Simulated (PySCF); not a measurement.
Computed shifts of a molecule C3H8BNO, HF/pcSseg-1 (PySCF), GIAO, gas phase, equivalent atoms averaged, in ppm (number of nuclei): ¹³C: 70.3 (1), 19.3 (1), 16.2 (1). ¹⁵N: 58.8 (1). ¹H: 4.54 (1), 4.04 (1), 3.12 (1), 2.86 (1), 1.66 (1), 1.42 (3). References: ¹³C against TMS (σ = 192.6 ppm); ¹⁷O against H2O (σ = 333.0 ppm); ¹¹B against BF3 (σ = 102.7 ppm); ¹⁵N against NH3 (σ = 267.3 ppm); ¹H against TMS (σ = 31.99 ppm), references at their B3LYP-D3(BJ)/def2-TZVP geometries, non-relativistic. Geometry optimised at TPSSh-D3(BJ)/def2-SVP. One conformer was computed; it need not be the lowest.

### Question
Which structure fits?
A) C/N=C/B(C)O
B) C[C@H]1COB1N
C) C[C@@H]1OCB1N
D) C=CB(N)OC

### Answer
B, C[C@H]1COB1N
